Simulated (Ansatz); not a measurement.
```yaml
crystal:
  periodic: [false, false, false]
  atoms:
    - {symbol: C, position_ang: [-0.743555, 3.489465, -1.916458]}
    - {symbol: C, position_ang: [-1.832283, 0.014035, -0.047976]}
    - {symbol: Si, position_ang: [1.803422, -3.232829, 1.798515]}
    - {symbol: S, position_ang: [-6.062211, -1.254786, 0.517812]}
    - {symbol: H, position_ang: [1.051371, 2.876534, -4.260733]}
    - {symbol: H, position_ang: [-3.127468, 5.049758, -2.851048]}
    - {symbol: H, position_ang: [0.910388, 5.182494, -0.048397]}
    - {symbol: H, position_ang: [1.557962, -6.749807, -0.253804]}
    - {symbol: H, position_ang: [1.116672, -3.859774, 5.767264]}
    - {symbol: H, position_ang: [5.554503, -1.656166, 1.302522]}
basis:
  gaussian: {orbitals: STO-3G, point_charges: [{charge: 1.00, position_ang: [6.640, 0.810, 0.447]}]}
total_charge: 1
magnetization: {spin_polarized: true, initial_magnetization: 1}
hamiltonian: {xc: {name: HF}}
scf: {lower_state_search: light}
output: {forces: true}
```

```sh
$ ansatz run in.yaml --threads 2 --pin off --events-out ev --progress --plain --max-ram 4352MiB
```

Shortened log:

```
Functional definition: HF
360 factors; integrals over basis functions are off by at most 2.7e-5 eV
mean field evaluation 1: about -20444.2723 eV, gradient 1.9e1 eV
mean field evaluation 2: about -20444.2772 eV, gradient 1.9e1 eV
mean field evaluation 4: about -20371.0342 eV, gradient 4.1e1 eV
mean field evaluation 8: about -20510.7206 eV, gradient 1.4e1 eV
mean field evaluation 16: about -20556.6093 eV, gradient 1.5e0 eV
mean field evaluation 32: about -20558.4500 eV, gradient 1.4e-3 eV
mean field evaluation 64: about -20558.4500 eV, gradient 1.8e-8 eV
mean field -20560.32710724 eV, -755.5780849009 hartree, gradient 3.7e-9 eV, S^2 6.741069; 12 other end points of the search recorded, 0 dependent functions left out
reference -20560.32710724 eV, -755.5780849009 hartree; 24, 23 occupied and 10, 11 virtual orbitals, 360 factors
Total energy: -20560.32710724 eV, -755.5780849009 hartree
Atom 0 at    -0.743555     3.489465    -1.916458 Å, force    -0.002723     0.019947     0.008561 eV/Å
Atom 1 at    -1.832283     0.014035    -0.047976 Å, force     0.006361    -0.007955     0.002506 eV/Å
Atom 2 at     1.803422    -3.232829     1.798515 Å, force    -0.258186    -0.194573     0.061980 eV/Å
Atom 3 at    -6.062211    -1.254786     0.517812 Å, force     0.008898     0.000975     0.000792 eV/Å
Atom 4 at     1.051371     2.876534    -4.260733 Å, force    -0.005588     0.002827     0.005358 eV/Å
Atom 5 at    -3.127468     5.049758    -2.851048 Å, force     0.022030    -0.014059     0.007071 eV/Å
Atom 6 at     0.910388     5.182494    -0.048397 Å, force    -0.012890    -0.014929    -0.017588 eV/Å
Atom 7 at     1.557962    -6.749807    -0.253804 Å, force     0.000100     0.002401     0.001456 eV/Å
Atom 8 at     1.116672    -3.859774     5.767264 Å, force     0.000404     0.000375    -0.002715 eV/Å
Atom 9 at     5.554503    -1.656166     1.302522 Å, force    -0.002813    -0.001167     0.000364 eV/Å
Dipole moment:     3.415435    -2.322303     1.343911 e Å
```

In this input the geometry is stretched to more than twice its size. The calculation finished and met its thresholds. The result belongs to that input, not to the molecule as meant.
